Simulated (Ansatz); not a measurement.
C$_{3}$H$_{4}$F$_{2}$Ge, SMILES `FC1=C[C]1(F)[GeH3]`, charge 0, multiplicity 1.

Q: Give a relaxed structure at PBE0-D4/def2-TZVP (Ansatz). (An estimate is asked.)

A: The calculation gave: 
Z-matrix (Å, degrees):
```
C
F 1 1.402
C 1 1.440 2 116.5
Ge 1 1.967 2 108.5 3 -153.7
C 1 1.506 2 116.0 3 58.3
F 3 1.302 1 144.8 2 -76.2
H 4 1.537 1 107.7 2 178.6
H 4 1.535 1 109.0 2 -62.1
H 4 1.534 1 110.0 2 58.5
H 5 1.076 1 144.5 2 75.5
```
This is one stationary point; other conformers may exist.
